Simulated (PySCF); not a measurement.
## Polarisability and C₆ of Ge¹⁵⁺ (germanium, charge +15)

[Ne] 3s2 3p5, 2P determinant. All numbers are calculated (PySCF 2.14, the non-relativistic Hamiltonian (point nucleus), in an uncontracted even-tempered set (17 s from 1.1 bohr⁻², ratio 2.5; 11 p from 1.4 bohr⁻², ratio 2.5; 5 d from 8.6 bohr⁻², ratio 2.7; 4 f from 13 bohr⁻², ratio 2.7)). Coupled (time-dependent) response in atomic units; α is the mean over directions.

| method | mean α (bohr³) | α xx, yy, zz | C₆ (like pair) | S(−4) |
| --- | --- | --- | --- | --- |
| UHF | 0.08424 | 0.1249, 0.06389, 0.06389 | 0.02792 | 0.006689 |
| PBE0 | 0.08514 | 0.1258, 0.06482, 0.06482 | 0.02799 | 0.007569 |

S(−4) is the Cauchy moment in α(ω) = α(0) + S(−4) ω² + …

Spin-orbit coupling is absent.

α(iu) at PBE0:

```json
{"u (hartree)": "0", "α(iu) (bohr³)": "0.08514"}
{"u (hartree)": "0.500", "α(iu) (bohr³)": "0.08334"}
{"u (hartree)": "1.00", "α(iu) (bohr³)": "0.07881"}
{"u (hartree)": "2.00", "α(iu) (bohr³)": "0.06735"}
{"u (hartree)": "3.00", "α(iu) (bohr³)": "0.05679"}
{"u (hartree)": "4.00", "α(iu) (bohr³)": "0.04797"}
{"u (hartree)": "5.00", "α(iu) (bohr³)": "0.04079"}
{"u (hartree)": "7.50", "α(iu) (bohr³)": "0.02856"}
{"u (hartree)": "10.0", "α(iu) (bohr³)": "0.02151"}
{"u (hartree)": "15.0", "α(iu) (bohr³)": "0.01429"}
{"u (hartree)": "25.0", "α(iu) (bohr³)": "0.008604"}
```

A single London oscillator, α(iu) = α/(1 + u²/ω²), gives C₆ = (3/4) ω α². Matching the computed C₆ needs ω = 4 × 0.02799 / (3 × 0.08514²) = 5.15 hartree.

For an ion, C₆ is the dispersion term alone; charge-induced terms of lower order in 1/R come first.

The components differ because the open shell of this determinant is not spherical; for a pure term their mean is the scalar polarisability.

Spin-orbit coupling, absent here, splits the open shell strongly.
